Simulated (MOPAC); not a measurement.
MOPAC input (PM3):

```
PM3 1SCF GEO-OK AUX(PRECISION=9) THREADS=1
AlFO

Al   -0.00000000 1   -0.00000000 1   -0.06497500 1
O    -0.00000000 1   -0.00000000 1   -1.66227600 1
F     0.00000000 1    0.00000000 1    1.57143200 1
```

Output:

```
 *******************************************************************************
 **                                                                           **
 **                              MOPAC v23.2.5                                **
 **                                                                           **
 *******************************************************************************
 ** MOPAC's Digital Object Identifier: https://doi.org/10.5281/zenodo.6511958 **
 **                                                                           **
 ** Please cite the open-source release paper for use of this MOPAC version:  **
 ** J. E. Moussa and J. J. P. Stewart (2026)                                  **
 ** MOPAC: An open-source semiempirical molecular orbital program             **
 ** J. Open Source Softw., 11(119), 8025, https://doi.org/10.21105/joss.08025 **
 *******************************************************************************

                              PM3 CALCULATION RESULTS

 *******************************************************************************
 *  PM3        - The PM3 Hamiltonian to be used
 *  GEO-OK     - OVERRIDE INTERATOMIC DISTANCE AND OTHER SAFETY CHECKS
 *  1SCF       - DO 1 SCF AND THEN STOP
 *  AUX        - OUTPUT AUXILIARY INFORMATION
 *******************************************************************************
PM3 1SCF GEO-OK AUX(PRECISION=9) THREADS=1
 AlFO

   ATOM   CHEMICAL          X               Y               Z
  NUMBER   SYMBOL      (ANGSTROMS)     (ANGSTROMS)     (ANGSTROMS)

     1      Al         -0.00000000  *  -0.00000000  *  -0.06497500  *
     2       O         -0.00000000  *  -0.00000000  *  -1.66227600  *
     3       F          0.00000000  *   0.00000000  *   1.57143200  *

          CARTESIAN COORDINATES

    NO.       ATOM           X           Y           Z

     1        Al         -0.0000     -0.0000     -0.0650
     2         O         -0.0000     -0.0000     -1.6623
     3         F          0.0000      0.0000      1.5714

  O: (PM3): J. J. P. STEWART, J. COMP. CHEM. 10, 209 (1989).
  F: (PM3): J. J. P. STEWART, J. COMP. CHEM. 10, 209 (1989).
 Al: (PM3): J. J. P. STEWART, J. COMP. CHEM. 10, 209 (1989).

           Empirical Formula: O Al F  =     3 atoms

      MOLECULAR POINT GROUP   :   C*v

      RHF CALCULATION, NO. OF DOUBLY OCCUPIED LEVELS = 8

 -------------------------------------------------------------------------------
 PM3 1SCF GEO-OK AUX(PRECISION=9) THREADS=1
 AlFO

     1SCF WAS SPECIFIED, SO BFGS WAS NOT USED
     SCF FIELD WAS ACHIEVED

                              PM3 CALCULATION
                                                       MOPAC v23.2.5 Linux

          FINAL HEAT OF FORMATION =       -124.44680 KCAL/MOL =    -520.68542 KJ/MOL

          COSMO AREA              =         85.35 SQUARE ANGSTROMS
          COSMO VOLUME            =         70.75 CUBIC ANGSTROMS

          IONIZATION POTENTIAL    =         11.576482 EV
          HOMO LUMO ENERGIES (EV) =        -11.576 -1.640
          NO. OF FILLED LEVELS    =          8
          MOLECULAR WEIGHT        =         61.9793         POINT GROUP:  C*v

          MOLECULAR DIMENSIONS (Angstroms)

            Atom       Atom       Distance
            F     3    O     2     3.23371
            F     3    O     2     0.00000
           Al     1    O     2     0.00000

          SCF CALCULATIONS        =          1

   ATOM   CHEMICAL          X               Y               Z
  NUMBER   SYMBOL      (ANGSTROMS)     (ANGSTROMS)     (ANGSTROMS)

     1      Al         -0.00000000  *  -0.00000000  *  -0.06497500  *
     2       O         -0.00000000  *  -0.00000000  *  -1.66227600  *
     3       F          0.00000000  *   0.00000000  *   1.57143200  *

                             CARTESIAN COORDINATES

   1   Al       -0.000000000    -0.000000000    -0.064975000
   2    O       -0.000000000    -0.000000000    -1.662276000
   3    F        0.000000000     0.000000000     1.571432000

           Empirical Formula: O Al F  =     3 atoms

      MOLECULAR POINT GROUP   :   C*v

                  EIGENVALUES
 -32.46037 -20.34754 -16.17948 -16.05463 -16.05463 -12.88741 -11.57648 -11.57648
  -1.64002  -1.64002   1.59086   2.90957

              NET ATOMIC CHARGES AND DIPOLE CONTRIBUTIONS

  ATOM NO.   TYPE          CHARGE      No. of ELECS.   s-Pop       p-Pop
    1         Al           0.747445        2.2526     0.51062     1.74194
    2          O          -0.458450        6.4585     1.86723     4.59122
    3          F          -0.288995        7.2890     1.63105     5.65794
 DIPOLE           X         Y         Z       TOTAL
 POINT-CHG.     0.000     0.000     1.246     1.246
 HYBRID        -0.000    -0.000    -0.108     0.108
 SUM           -0.000    -0.000     1.137     1.137

          ATOMIC ORBITAL ELECTRON POPULATIONS

     Atom    s        px        py        pz
    1 Al   0.51062   0.58338   0.58338   0.57517
    2  O   1.86723   1.48887   1.48887   1.61348
    3  F   1.63105   1.92775   1.92775   1.80245

 **********************
 *                    *
 * JOB ENDED NORMALLY *
 *                    *
 **********************

 == MOPAC DONE ==
```

The geometry given is a B3LYP-D3(BJ)/def2-TZVP minimum.
